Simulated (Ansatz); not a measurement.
The cluster Ag3Au, relaxed as a singlet with RKS B3LYP-D4/def2-SVP in Ansatz, starting from the GFN1-xTB geometry. Force threshold 0.02 eV/Å.

In the def2 sets Ag, Au take a core potential; there is no spin–orbit coupling. The relaxation made no stability test and no search for a lower SCF solution. The structure comes from a short search, and lower isomers may exist.

Start:

```xyz
4

Au    1.4691   -1.1898    1.4083
Ag   -1.0370   -0.3569    0.7856
Ag   -1.4701    1.2040   -1.4035
Ag    1.0380    0.3427   -0.7904
```

```json
{"step": "1", "energy (eV)": "-15698.4829", "largest force component (eV/Å)": "0.222", "SCF passes": "18"}
{"step": "2", "energy (eV)": "-15698.4967", "largest force component (eV/Å)": "0.046", "SCF passes": "22"}
{"step": "3", "energy (eV)": "-15698.4971", "largest force component (eV/Å)": "0.006", "SCF passes": "23"}
```

Force components are those of the run's own axes.

End:

```csv
atom,x (Å),y (Å),z (Å)
Au1,1.5015,-1.2197,1.4374
Ag2,-1.0317,-0.3511,0.7826
Ag3,-1.5024,1.2263,-1.4357
Ag4,1.0326,0.3444,-0.7843
```

By distances, no bond broke or formed. The bond that changes most is Au1–Ag2, from 2.71 to 2.76 Å (atoms count from 1).

No frequencies were taken in this run, so the end may be a saddle point.

Run time 8 s (4 threads of Arm Neoverse V1 on a shared host).
